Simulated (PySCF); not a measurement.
**Partial charges of `CCc1cc2ccsc2cn1`**

Species: C9H9NS.
Z-matrix (Å and degrees, GFN2-xTB geometry), rows numbered from 1:
```
C 
C   1  1.5299
C   2  1.5014  1  110.60
C   3  1.3843  2  121.41  1   -86.96
C   4  1.3951  3  118.42  2   178.48
C   5  1.4262  4  130.51  3   179.85
C   6  1.3498  5  112.39  4   179.97
S   7  1.7311  6  113.98  5     0.11
C   5  1.4104  4  117.72  3    -0.08
C   9  1.3875  5  119.50  4     0.07
N  10  1.3132  9  121.60  5    -0.03
H   1  1.0882  2  110.68  3    60.59
H   1  1.0871  2  110.06  3   -59.36
H   1  1.0874  2  110.27  3  -179.22
H   2  1.0901  1  109.19  3   119.40
H   2  1.0915  1  109.57  3  -121.14
H   4  1.0798  3  121.05  2    -1.79
H   6  1.0753  5  123.54  4     0.01
H   7  1.0731  6  127.76  5  -179.88
H  10  1.0815  9  121.76  5   179.78
```

Density: PBE0/pcSseg-1 (PySCF); schemes: Mulliken, IAO, Hirshfeld and ESP-fitted. Geometry: GFN2-xTB, one conformer, isolated molecule.

What partial charge does each atom carry?

In e:

```csv
atom,environment,Mulliken,IAO,Hirshfeld,ESP-fitted
C1,methyl carbon,-0.273,-0.412,-0.117,-0.136
C2,benzylic-type carbon,-0.142,-0.263,-0.072,+0.063
C3,substituted aromatic carbon,+0.030,+0.134,+0.065,+0.526
C4,aromatic CH carbon,-0.031,-0.196,-0.060,-0.727
C5,ring-fusion aromatic carbon,+0.017,+0.008,-0.010,+0.664
C6,aromatic CH carbon,+0.023,-0.191,-0.070,-0.498
C7,aromatic CH next to a ring sulfur,-0.242,-0.281,-0.064,-0.159
S8,thiophene-type sulfur,+0.316,+0.306,+0.094,+0.027
C9,ring-fusion aromatic carbon,-0.505,-0.173,-0.037,-0.394
C10,aromatic CH next to a ring nitrogen,+0.286,-0.010,+0.007,+0.437
N11,pyridine-type nitrogen,-0.438,-0.294,-0.159,-0.715
H12,methyl hydrogen,+0.108,+0.136,+0.035,+0.031
H13,methyl hydrogen,+0.123,+0.147,+0.040,+0.055
H14,methyl hydrogen,+0.116,+0.141,+0.042,+0.032
H15,methylene hydrogen,+0.130,+0.155,+0.042,+0.013
H16,methylene hydrogen,+0.116,+0.135,+0.040,-0.012
H17,aromatic hydrogen,+0.066,+0.153,+0.053,+0.248
H18,aromatic hydrogen,+0.078,+0.167,+0.060,+0.236
H19,aromatic hydrogen,+0.131,+0.179,+0.061,+0.227
H20,aromatic hydrogen,+0.090,+0.159,+0.051,+0.081
```

Mean size of the charges over all atoms: ESP-fitted 0.264 e, IAO 0.182 e, Mulliken 0.163 e, Hirshfeld 0.059 e. Each set sums to the total charge, 0, to within 0.001 e. The Hirshfeld scheme divides the density at each point in proportion to the densities of the neutral, spherically averaged free atoms. The IAO scheme projects the occupied orbitals on a minimal set of polarised atomic orbitals and counts the electrons in each atom's part of it.

Lowest charge. The schemes don't all agree: Mulliken C9 (-0.505); IAO C1 (-0.412); Hirshfeld N11 (-0.159); ESP-fitted C4 (-0.727).

Highest charge. The schemes don't all agree: Mulliken S8 (+0.316); IAO S8 (+0.306); Hirshfeld S8 (+0.094); ESP-fitted C5 (+0.664).

How many electrons does the ESP-fitted scheme count on C7?

Z − q = 6 − (-0.159) = 6.159.

How closely do the schemes follow one another over all atoms?

Correlation coefficient and root-mean-square difference: IAO with Hirshfeld 0.96, 0.140 e; Mulliken with IAO 0.79, 0.135 e; Mulliken with Hirshfeld 0.78, 0.163 e; Hirshfeld with ESP-fitted 0.64, 0.320 e; IAO with ESP-fitted 0.57, 0.296 e; Mulliken with ESP-fitted 0.55, 0.300 e.

Sum the charges by element, for elements with more than one atom.

| element | atoms | Mulliken | IAO | Hirshfeld | ESP-fitted |
| --- | --- | --- | --- | --- | --- |
| C | 9 | -0.835 | -1.383 | -0.358 | -0.224 |
| H | 9 | +0.958 | +1.371 | +0.423 | +0.912 |
